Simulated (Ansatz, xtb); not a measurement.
Isomers of C4H10GaN in order of energy

6 gas-phase structures of C4H10GaN, from a drawn sample of its isomers (lower ones may exist). Each was relaxed with GFN2-xTB; where two conformers were screened, the lower at r2SCAN-D4/def2-SVP//GFN2-xTB is listed:

A. a singlet given by its coordinates
B. `C=C[CH2][GaH][NH]C`, a singlet
C. `[CH3][GaH][NH]C1CC1`, a singlet
D. `C#[C][GaH2-][NH+](C)C`, a singlet
E. `[NH3+][GaH2-][C@@H]1C=CC1`, a singlet
F. a singlet given by its coordinates

A (Å):

```
atom    x (Å)    y (Å)    z (Å)
   C   2.1893   1.2940  -0.3004
   C   0.9595   0.5272  -0.2167
   C  -0.0701  -0.1056  -0.1212
   C  -3.2353  -0.6768  -1.3403
  Ga  -1.7037  -1.1827  -0.1369
   N  -2.4103  -0.5222   1.8293
   H   2.8848   0.9784   0.4780
   H   1.9806   2.3575  -0.1775
   H   2.6574   1.1386  -1.2727
   H  -1.4569  -2.6658   0.2788
   H  -3.0308  -0.9120  -2.3893
   H  -4.1621  -1.1966  -1.0762
   H  -3.4356   0.3996  -1.2950
   H  -3.2522  -0.9892   2.1585
   H  -2.5765   0.4823   1.8279
   H  -1.6588  -0.7127   2.4895
```

Close contacts (Å): C1–C2 1.45, C2–C3 1.21, C3–Ga5 1.96, C4–Ga5 2.01, Ga5–N6 2.19, C1–H7 1.09, C1–H8 1.09, C1–H9 1.09, C4–H11 1.09, C4–H12 1.09, C4–H13 1.10, Ga5–H10 1.56, N6–H14 1.02, N6–H15 1.02, N6–H16 1.02.

F (Å):

```xyz
16

C    -2.3592    1.6594   -2.4714
C     0.2424   -0.0804    0.2066
C     0.7244   -1.3052    0.9956
C    -0.1082   -1.4908    2.2565
Ga   -1.7674   -0.2008   -0.0051
N    -2.1578    0.9876   -1.5682
H    -2.5442    2.2819   -3.3084
H    -2.7379    0.5821    0.9080
H    -2.4169   -1.4332   -0.6743
H     0.5151    0.8308    0.7590
H     0.7836   -0.0289   -0.7486
H     1.7823   -1.2001    1.2608
H     0.6284   -2.1998    0.3709
H    -1.1603   -1.6560    1.9737
H     0.2318   -2.3452    2.8405
H    -0.0633   -0.5960    2.8789
```

Close contacts (Å): C1–N6 1.14, C2–C3 1.53, C2–Ga5 2.02, C3–C4 1.52, Ga5–N6 2.00, C1–H7 1.06, C2–H10 1.10, C2–H11 1.10, C3–H12 1.10, C3–H13 1.10, C4–H14 1.10, C4–H15 1.09, C4–H16 1.09, Ga5–H8 1.55, Ga5–H9 1.55.

Question: Estimate their order in r2SCAN-D4/def2-SVP//GFN2-xTB energy at these geometries, lowest first.

Answer: Calculated order at r2SCAN-D4/def2-SVP//GFN2-xTB: C (0.0), B (1.1), A (5.2), E (18.5), F (20.0), D (27.2) kcal/mol. CCSD(T)/def2-SVP + ΔMP2/def2-TZVPP after further relaxation puts A lowest instead.

Energies above the lowest of each column, in kcal/mol; the last columns are at r2SCAN-D4/def2-SVP geometries and were run for some of them only (a dash: not run or not comparable):

```json
{"structure": "C", "GFN2-xTB": "0.0", "HF/STO-3G": "0.0", "r2SCAN-D4/def2-SVP//GFN2-xTB": "0.0", "r2SCAN-D4/def2-SVP": "0.0", "CCSD(T)/def2-SVP + ΔMP2/def2-TZVPP": "4.2"}
{"structure": "B", "GFN2-xTB": "10.5", "HF/STO-3G": "13.0", "r2SCAN-D4/def2-SVP//GFN2-xTB": "1.1", "r2SCAN-D4/def2-SVP": "0.0", "CCSD(T)/def2-SVP + ΔMP2/def2-TZVPP": "0.7"}
{"structure": "A", "GFN2-xTB": "28.0", "HF/STO-3G": "15.2", "r2SCAN-D4/def2-SVP//GFN2-xTB": "5.2", "r2SCAN-D4/def2-SVP": "5.5", "CCSD(T)/def2-SVP + ΔMP2/def2-TZVPP": "0.0"}
{"structure": "E", "GFN2-xTB": "24.3", "HF/STO-3G": "35.8", "r2SCAN-D4/def2-SVP//GFN2-xTB": "18.5", "r2SCAN-D4/def2-SVP": "17.4", "CCSD(T)/def2-SVP + ΔMP2/def2-TZVPP": "–"}
{"structure": "F", "GFN2-xTB": "16.8", "HF/STO-3G": "13.9", "r2SCAN-D4/def2-SVP//GFN2-xTB": "20.0", "r2SCAN-D4/def2-SVP": "–", "CCSD(T)/def2-SVP + ΔMP2/def2-TZVPP": "–"}
{"structure": "D", "GFN2-xTB": "24.1", "HF/STO-3G": "25.5", "r2SCAN-D4/def2-SVP//GFN2-xTB": "27.2", "r2SCAN-D4/def2-SVP": "–", "CCSD(T)/def2-SVP + ΔMP2/def2-TZVPP": "–"}
```

CCSD(T)/def2-SVP + ΔMP2/def2-TZVPP puts A lowest of those it was run on, with B within 1 kcal/mol; GFN2-xTB picks C, HF/STO-3G picks C, r2SCAN-D4/def2-SVP//GFN2-xTB picks C, r2SCAN-D4/def2-SVP picks C. CCSD(T)/def2-SVP + ΔMP2/def2-TZVPP orders those it was run on as A (0.0), B (0.7), C (4.2) kcal/mol. Less than 1 kcal/mol parts A and B, so the order within that pair means little. Some further structures that were screened fall inside this span and aren't listed. Flexible structures stand in one conformer each, not always the lowest. Frequencies (GFN2-xTB) were run for A, B, C alone. The ΔMP2 step shifts differences by up to 3.9 kcal/mol, which makes them less sure. ΔMP2 is the change of the MP2 energy from the smaller to the larger basis.

Over these structures GFN2-xTB departs from r2SCAN-D4/def2-SVP//GFN2-xTB by 7.4 kcal/mol on average once a common shift is removed. A GFN2-xTB relaxation took about 0.17 s and the r2SCAN-D4/def2-SVP//GFN2-xTB energy about 2.4 s on a shared host (Ansatz 0.2.0, xtb 6.7.1).
